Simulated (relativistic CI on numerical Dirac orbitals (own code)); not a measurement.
What each ingredient does to the levels of Ba LVI

Base calculation: Dirac-Coulomb-Breit CI, separate exchange-only KLI orbitals for each configuration, model QED (radiative potential, 1s self-energy scaled to tabulated hydrogen-like ionisation energies).

Configuration list: 1s, 2s, 2p, 3s, 3p, 3d, 4s, 4p, 4d, 4f, 5s, 5p, 5d, 5f, 5g, 6s, 6p, 6d. Levels of other configurations are missing.

Variants: (1) QED terms removed; (2) non-relativistic limit. Shifts of the energy above 1s 2S_1/2, in eV, for the lowest level and the first level of each name with at least 55 % of one term (blank where a level changes its place among those of its configuration and J or its character, or is not in the variant):

```tsv
Level	Base	Δ(1)	Δ(2)
1s 2S_1/2	0.0	0.0	0.0
2p 2P°_1/2	33283.8	+48.9	-1284.8
2s 2S_1/2	33292.1	+41.3	-1292.9
2p 2P°_3/2	33782.2	+48.2	-1783.2
3p 2P°_1/2	39605.5	+49.2	-1680.5
3s 2S_1/2	39607.9	+46.9	-1682.9
3d 2D_3/2	39753.3	+49.3	-1828.3
3p 2P°_3/2	39753.6	+49.0	-1828.6
3d 2D_5/2	39798.7	+49.2	-1873.7
4p 2P°_1/2	41797.2	+49.3	-1798.1
4s 2S_1/2	41798.2	+48.3	-1799.1
4d 2D_3/2	41859.3	+49.3	-1860.2
4p 2P°_3/2	41859.5	+49.2	-1860.4
4f 2F°_5/2	41878.5	+49.3	-1879.4
4d 2D_5/2	41878.6	+49.3	-1879.5
4f 2F°_7/2	41887.9	+49.3	-1888.8
5p 2P°_1/2	42802.9	+49.3	-1843.8
5s 2S_1/2	42803.4	+48.8	-1844.3
5d 2D_3/2	42834.5	+49.3	-1875.4
5p 2P°_3/2	42834.6	+49.2	-1875.5
5f 2F°_5/2	42844.4	+49.3	-1885.3
5d 2D_5/2	42844.4	+49.3	-1885.3
```
